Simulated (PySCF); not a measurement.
CH7AlN2, SMILES [CH3][Al]([NH2])[NH2].

Geometry optimised at B3LYP-D3(BJ)/def2-SVP. The structure was generated by enumeration; whether it is a known compound was not checked. Other conformers were not sampled.

All values below come from PBE0/def2-TZVP (PySCF).

Gas-phase values at a fixed geometry.

| Item | Value |
|---|---|
| total energy | -394.11515 hartree |
| highest occupied level | -6.72 eV |
| lowest empty level | 0.32 eV |
| orbital gap | 7.04 eV |
| dipole moment | 0.61 D |
| quadrupole, principal values (traceless, Buckingham form, about the centre of nuclear charge) | -4.62, 0.47, 4.15 D·Å |
| mean static polarisability | 52.5 bohr³ (7.78 Å³) |
| polarisability, principal values | 45.5, 55.2, 56.9 bohr³ |
